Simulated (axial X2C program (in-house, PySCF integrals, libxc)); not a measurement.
**Spin–orbit effects down a group: molecules with Cr, PBE0**

Computed with an in-house all-electron X2C program for linear molecules (integrals from PySCF), spin-free (one-electron X2C) or two-component (2c: spin–orbit coupling with atomic mean-field Coulomb and Gaunt terms, which also bring small scalar terms), in Dyall basis sets with cores contracted in-house; open shells are unrestricted.

Basis sets: Br dyall-cv3z, Cl dyall-av3z, Cr dyall-cv3z, F dyall-av3z, I dyall-cv3z.

| molecule | spin-free state | Re (Å) | ωe (cm⁻¹) | De (eV) | 2c state | Re 2c (Å) | ωe 2c (cm⁻¹) | De 2c (eV) |
| --- | --- | --- | --- | --- | --- | --- | --- | --- |
| CrF | M_S = 5/2, Λ = 0 | 1.779 | 662.4 | 4.80 | Ω = 5/2 | 1.780 | 661.7 | 4.80 |
| CrCl | M_S = 5/2, Λ = 0 | 2.195 | 401.6 | 3.79 | Ω = 5/2 | 2.195 | 401.2 | 3.78 |
| CrBr | M_S = 5/2, Λ = 0 | 2.338 | 301.7 | 3.34 | Ω = 5/2 | 2.340 | 301.0 | 3.23 |
| CrI | M_S = 5/2, Λ = 0 | 2.543 | 250.1 | 2.84 | Ω = 5/2 | 2.547 | 248.0 | 2.58 |

(1) Work out the shifts from the spin-free to the two-component result.

Each entry is the lowest single determinant of a limited PBE0 search at one distance. De goes to single-determinant-based atoms at the same level (for ions the charge split of lowest energy) and is withheld (n/a) where an atom does not fit its ground term or J level. Main or longest-lived isotopes. One determinant is a doubtful description, or other states lie close, for CrF, CrCl, CrBr, CrI; these need not be ground states, and all values refer to the states named. With several unpaired electrons the Ω given is that of one determinant, not necessarily of the lowest component. Some light 2c atoms are not at their ground J level, so De misses part of their lowering (0.04 eV or less). The functionals have no current term, which raises determinants with orbital currents.

Results:

(1) 

```csv
molecule,2c state,ΔRe (Å),Δωe (cm⁻¹),ΔDe (eV)
CrF,Ω = 5/2,0.001,-0.7,0.00
CrCl,Ω = 5/2,0.000,-0.4,-0.01
CrBr,Ω = 5/2,0.002,-0.7,-0.11
CrI,Ω = 5/2,0.004,-2.1,-0.26
```

Shifts of one unit in the last digit are rounding.
